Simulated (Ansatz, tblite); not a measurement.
Removing and adding an electron: SiGe₆. Total charge 0; singlet. Geometry: B3LYP-D4/def2-SVP. Ansatz, gas phase; energy differences of separate SCF runs; the oxidised species was run as a doublet alone; the reduced species was run as a doublet alone.

Cartesian coordinates in Å:
```
Si -0.214 1.005 0.709
Ge -0.694 1.188 -1.811
Ge -0.707 -1.307 1.723
Ge -2.249 -0.277 -0.204
Ge 1.808 1.064 -0.879
Ge 1.801 -0.478 1.305
Ge 0.255 -1.196 -0.843
```

The xTB rows come from tblite. HOMO above LUMO, or a gap near zero within one spin, warns that the state may not be the lowest or that an electron is smeared out. The structure comes from a short search, and lower isomers may exist.

(1) Estimate orbital energies and vertical ionisation energies and electron affinities at: GFN1-xTB; GFN2-xTB; PBE-D4/def2-SVP; PBE0-D4/def2-SVP.

Answers

(1) 
```csv
level,−HOMO (eV),vertical IE (eV),−LUMO (eV),vertical EA (eV),HOMO–LUMO gap (eV),IE − EA (eV),remarks
GFN1-xTB,9.66,11.38,8.56,6.79,1.10,4.59,–
GFN2-xTB,7.56,10.31,6.17,3.46,1.39,6.85,–
PBE-D4/def2-SVP,5.67,7.88,3.68,1.64,1.99,6.24,"HOMO above zero (-1 doublet), gap within one spin near zero (+1 doublet)"
PBE0-D4/def2-SVP,6.48,8.01,3.12,1.72,3.36,6.30,–
```

   A HOMO above zero means that the electron is unbound at that level or that self-interaction error raises the level; the energy of removing that electron tells which. Raw xTB energy differences between charge states are shifted by several eV; the methods need an empirical correction for them. Sets without diffuse functions give affinities that are too small.
